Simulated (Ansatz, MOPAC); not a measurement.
Enthalpy of formation at 298 K: 7 cases among radicals of phosphorus and sulfur hydrides, oxides and halides, in kcal/mol, species as SMILES. Set-up: 6-311+G** with 5d, 6d on Na to Ar in Ansatz (a quantum-chemistry and plane-wave program); non-relativistic; frozen cores in correlated levels; open shells spin-unrestricted; six Cartesian d functions in 6-31G* and its kin unless marked 5d; no spin-orbit coupling; no dispersion term unless named. CBS(X,Y): correlation extrapolated as X^-3; Hartree-Fock from the larger set (for Q and 5 zeta extrapolated as (X+1)exp(-9√X)). Ab initio and DFT rows: single points at B3LYP-D3(BJ) geometries (Ansatz), with unscaled harmonic terms from B3LYP/6-31G* (Ansatz) at its own minima, enthalpies of formation by atomisation with measured atoms. Semi-empirical rows: MOPAC heats of formation at their own minima for 298 K.

Coupled cluster (Ansatz) is a level with limits of its own, used here on species with T1 under 0.025 (0.045 for open shells) and stable references: (a) CCSD(T)/CBS(aug-cc-pV(T+d)Z,aug-cc-pV(Q+d)Z); (b) CCSD(T)/CBS(cc-pV(T+d)Z,cc-pV(Q+d)Z); (c) CCSD(T)/CBS(def2-TZVPPD,def2-QZVPPD); (d) CCSD(T)/CBS(cc-pV(Q+d)Z,cc-pV(5+d)Z).

```tsv
species	atoms	coupled cluster	difference of AM1 (MOPAC)	difference of SVWN5/6-31G* (Ansatz)	difference of PBE/6-31G* (Ansatz)	difference of PBE0/6-311+G** (Ansatz)	difference of B3LYP-D3(BJ)/def2-TZVPD (Ansatz + dftd3)	difference of PBE0/def2-TZVPD (Ansatz)
[S]F	2	0.6 (d)	-21.2	-28.2	-6.1	10.0	-0.9	0.3
[S]S (HS2)	3	24.3 (c)	1.2	-27.9	0.5	8.4	-1.8	-2.2
O=[S]F	3	-65.1 (b)	-15.2	-56.6	-9.5	23.6	-0.7	-0.6
[O]S (HSO)	3	-5.8 (a)	-10.6	-35.6	-0.8	14.2	-1.8	-0.1
[H][P@TB3]([H])([H])[H] (PH4)	5	47.4 (c)	-9.9	-31.7	5.0	6.6	-7.8	1.8
[PH]P (P2H3)	5	32.4 (b)	-4.4	-37.5	4.2	8.7	-9.0	0.6
[H][S@OH20]([H])([H])([H])[H] (H5S)	6	115.5 (b)	-48.7	-40.5	6.5	11.0	-8.2	-0.8
```

```json
[
 {"level": "AM1 (MOPAC)", "cases": "7", "mean signed difference": "-15.54", "mean absolute difference": "15.89", "median absolute difference": "10.60", "largest absolute difference": "48.7"},
 {"level": "SVWN5/6-31G* (Ansatz)", "cases": "7", "mean signed difference": "-36.86", "mean absolute difference": "36.86", "median absolute difference": "35.60", "largest absolute difference": "56.6"},
 {"level": "PBE/6-31G* (Ansatz)", "cases": "7", "mean signed difference": "-0.03", "mean absolute difference": "4.66", "median absolute difference": "5.00", "largest absolute difference": "9.5"},
 {"level": "PBE0/6-311+G** (Ansatz)", "cases": "7", "mean signed difference": "11.79", "mean absolute difference": "11.79", "median absolute difference": "10.00", "largest absolute difference": "23.6"},
 {"level": "B3LYP-D3(BJ)/def2-TZVPD (Ansatz + dftd3)", "cases": "7", "mean signed difference": "-4.31", "mean absolute difference": "4.31", "median absolute difference": "1.80", "largest absolute difference": "9.0"},
 {"level": "PBE0/def2-TZVPD (Ansatz)", "cases": "7", "mean signed difference": "-0.14", "mean absolute difference": "0.91", "median absolute difference": "0.60", "largest absolute difference": "2.2"}
]
```

AM1 lies above in 1 of 7 cases and within 2 kcal/mol in 1; mean signed difference -15.54 kcal/mol, mean absolute 15.89 kcal/mol (12.05 over the 4 cases of up to 3 atoms, 21.00 over the larger). These figures hold for the species listed.

How the rows were picked: cases drawn at random among the computed members of the class with clean coupled-cluster diagnostics. The batch they came from held 12 cases of this property in the class: 2 with a tabulated value, 7 with clean coupled cluster alone, 3 with neither, which enter no statistics. The levels are drawn from those run on every case listed, the commonest habits more often. No case is left out for the size of its miss. Left out are saddle points of the reference geometry, anions that the best level run finds unbound, excited spin states, species near biochemistry, 298 K rows of species without real B3LYP wavenumbers, cases with under five habitual levels, runs that failed or that the program found above a lower state of the same kind, table entries that another table contradicts, and a share of species set aside by lot.
